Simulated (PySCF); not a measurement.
Atomic charges against the basis set

Species: C2H8AlN.
SMILES with atom numbers: `[CH3:1][NH:2][AlH:3][CH3:4]` (hydrogens: H5, H6, H7 on C1; H8 on N2; H9 on Al3; H10, H11, H12 on C4)

PBE0 throughout (PySCF), one geometry, spherical d and f functions. Isolated species at its PBE0-D3(BJ)/def2-SVP geometry (one conformer only). Atoms taken as equivalent share a column and are averaged. The first 7 of 8 kinds of atom are listed.

Mulliken charges (e):

| basis | functions | C1 | N2 | Al3 | C4 | H5/H6/H7 | H8 | H9 |
| --- | --- | --- | --- | --- | --- | --- | --- | --- |
| STO-3G | 32 | -0.156 | -0.527 | +0.868 | -0.449 | +0.067 | +0.150 | -0.240 |
| 6-31G | 56 | -0.295 | -0.941 | +0.943 | -0.902 | +0.165 | +0.325 | -0.193 |
| pcSseg-0 | 56 | -0.394 | -1.040 | +1.254 | -1.253 | +0.217 | +0.322 | -0.268 |
| 6-31G* | 76 | -0.354 | -0.730 | +0.600 | -0.818 | +0.171 | +0.336 | -0.119 |
| cc-pVDZ | 100 | +0.027 | -0.406 | +0.399 | -0.316 | +0.041 | +0.102 | -0.112 |
| def2-SVP | 100 | +0.059 | -0.518 | +0.641 | -0.462 | +0.035 | +0.142 | -0.176 |
| 6-311+G(2d,p) | 164 | -0.299 | -0.885 | +1.171 | -0.960 | +0.135 | +0.230 | -0.135 |
| aug-cc-pVDZ | 168 | +0.750 | -0.537 | +0.693 | +0.298 | -0.183 | -0.196 | +0.096 |
| def2-TZVP | 178 | -0.278 | -0.433 | +0.443 | -0.625 | +0.122 | +0.209 | -0.107 |
| IGLO-III | 229 | -0.336 | -0.493 | +0.837 | -0.701 | +0.116 | +0.194 | -0.253 |
| cc-pVTZ | 236 | -0.199 | -0.234 | +0.281 | -0.427 | +0.089 | +0.122 | -0.116 |

IAO charges (e):

| basis | functions | C1 | N2 | Al3 | C4 | H5/H6/H7 | H8 | H9 |
| --- | --- | --- | --- | --- | --- | --- | --- | --- |
| STO-3G | 32 | -0.310 | -0.654 | +1.113 | -0.753 | +0.119 | +0.181 | -0.287 |
| 6-31G | 56 | -0.309 | -0.642 | +0.800 | -0.802 | +0.138 | +0.253 | -0.189 |
| pcSseg-0 | 56 | -0.295 | -0.639 | +0.831 | -0.806 | +0.132 | +0.244 | -0.199 |
| 6-31G* | 76 | -0.282 | -0.664 | +0.860 | -0.794 | +0.129 | +0.247 | -0.208 |
| cc-pVDZ | 100 | -0.280 | -0.659 | +0.854 | -0.793 | +0.128 | +0.248 | -0.208 |
| def2-SVP | 100 | -0.271 | -0.657 | +0.873 | -0.788 | +0.124 | +0.244 | -0.216 |
| 6-311+G(2d,p) | 164 | -0.293 | -0.697 | +0.900 | -0.820 | +0.133 | +0.256 | -0.216 |
| aug-cc-pVDZ | 168 | -0.291 | -0.684 | +0.875 | -0.810 | +0.132 | +0.256 | -0.210 |
| def2-TZVP | 178 | -0.292 | -0.696 | +0.906 | -0.822 | +0.132 | +0.255 | -0.218 |
| IGLO-III | 229 | -0.294 | -0.700 | +0.908 | -0.823 | +0.133 | +0.257 | -0.218 |
| cc-pVTZ | 236 | -0.293 | -0.690 | +0.896 | -0.820 | +0.132 | +0.255 | -0.215 |

Hirshfeld charges (e):

```
        basis  functions      C1      N2     Al3      C4  H5/H6/H7      H8      H9
       STO-3G         32  +0.011  -0.320  +0.607  -0.198    +0.006  +0.075  -0.184
        6-31G         56  -0.052  -0.300  +0.471  -0.261    +0.034  +0.105  -0.165
     pcSseg-0         56  -0.058  -0.288  +0.499  -0.266    +0.033  +0.103  -0.175
       6-31G*         76  -0.053  -0.295  +0.461  -0.261    +0.034  +0.109  -0.166
      cc-pVDZ        100  -0.067  -0.284  +0.486  -0.270    +0.034  +0.106  -0.172
     def2-SVP        100  -0.069  -0.288  +0.497  -0.275    +0.034  +0.107  -0.175
6-311+G(2d,p)        164  -0.075  -0.308  +0.523  -0.275    +0.035  +0.104  -0.170
  aug-cc-pVDZ        168  -0.081  -0.308  +0.524  -0.284    +0.037  +0.105  -0.170
    def2-TZVP        178  -0.077  -0.304  +0.515  -0.279    +0.036  +0.107  -0.170
     IGLO-III        229  -0.082  -0.305  +0.519  -0.281    +0.037  +0.105  -0.168
      cc-pVTZ        236  -0.077  -0.302  +0.513  -0.280    +0.036  +0.106  -0.171
```

Some averages cover members that differ in this geometry, most widely: H5/H6/H7, Mulliken in aug-cc-pVDZ -0.253 to -0.148 e.

Which scheme is steadiest as the basis changes?

Largest range over the bases for any column: Hirshfeld 0.15 e, IAO 0.31 e, Mulliken 1.55 e. Hirshfeld charges move least and Mulliken charges most, counted in e. Without the minimal STO-3G basis the ranges are Hirshfeld 0.06, IAO 0.11, Mulliken 1.55 e.

How much do the charges still move between the two largest bases, IGLO-III and cc-pVTZ?

At most, over all atoms: Mulliken 0.556 e, IAO 0.012 e, Hirshfeld 0.006 e.

What do the same runs give for the total energy, the frontier levels and the dipole moment?

| basis | energy (Eh) | HOMO (eV) | LUMO (eV) | μ (D) |
| --- | --- | --- | --- | --- |
| STO-3G | -373.3886 | -3.21 | 5.42 | 0.53 |
| 6-31G | -377.8821 | -6.42 | -0.12 | 1.25 |
| pcSseg-0 | -377.3808 | -6.56 | 0.00 | 1.49 |
| 6-31G* | -377.9259 | -6.44 | -0.07 | 1.23 |
| cc-pVDZ | -377.9487 | -6.51 | -0.15 | 1.20 |
| def2-SVP | -377.7757 | -6.55 | -0.08 | 1.24 |
| 6-311+G(2d,p) | -377.9989 | -6.67 | -0.40 | 1.04 |
| aug-cc-pVDZ | -377.9615 | -6.66 | -0.44 | 1.02 |
| def2-TZVP | -378.0111 | -6.65 | -0.25 | 1.09 |
| IGLO-III | -378.0166 | -6.65 | -0.21 | 1.02 |
| cc-pVTZ | -378.0103 | -6.62 | -0.25 | 1.09 |

The dipole is fixed by the density alone, so its range of 0.96 D shows that the density itself changes with the basis, not only its division among atoms.
